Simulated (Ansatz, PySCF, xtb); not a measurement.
Pulling on the O4–H5 bond in BH3O (SMILES BO) (multiplicity 1 held, fragments rigid). Energies count from the point at 0.963 Å.
Geometry at that point (charge 0, multiplicity 1):
```csv
atom,x (Å),y (Å),z (Å)
B,-0.4484,-0.5534,0.0610
H,-0.3382,-1.3375,0.9518
H,-1.3024,-0.6419,-0.7734
O,0.4452,0.4596,0.0279
H,0.3210,1.0699,-0.7069
```

Restricted levels (R-, RO-) in cc, def2 and unpolarised 6-31G sets keep to the state of the molecule at rest. U- levels take the lowest unrestricted solution at each point, which mixes spins at long bonds. Curves can end on different states.

Correlated levels freeze the cores. Rows in 3-21G, 6-31G* carry no dispersion term and start afresh at each structure (6-31G* with six Cartesian d functions). MP2/6-31G* freezes PySCF's default core.

Run with Ansatz (Gaussian orbitals); PySCF for 3-21G rows, 6-31G* rows; xtb for the GFN methods.  The GFN methods have no spin term and hold the electronic entropy of 300 K.

| level | energy at R = 3.082 Å (kcal/mol) |
|---|---|
| GFN2-xTB | 119.31 |
| R-HF/3-21G | 206.11 |
| R-HF/6-31G* | 207.86 |
| R-BP86/6-31G* | 125.62 |
| R-r2SCAN/cc-pVTZ | 141.98 |
| R-B3LYP/cc-pVTZ | 147.56 |
| U-B3LYP/cc-pVTZ | ? |
| R-MP2/6-31G* | 120.00 |
| U-CCSD(T)/cc-pVTZ | ? |

Problem. Fill in the missing entries.

Solution. 
- U-B3LYP/cc-pVTZ, energy at R = 3.082 Å (kcal/mol): 105.14
- U-CCSD(T)/cc-pVTZ, energy at R = 3.082 Å (kcal/mol): 109.11

Doubts at one or more of the structures used: a restricted determinant that unrestricted orbitals would lower (R-HF/3-21G, R-HF/6-31G*, R-BP86/6-31G*, R-r2SCAN/cc-pVTZ, R-B3LYP/cc-pVTZ, R-MP2/6-31G*); a spin-contaminated determinant (U-B3LYP/cc-pVTZ, U-CCSD(T)/cc-pVTZ).

Ansatz is an electronic-structure program.
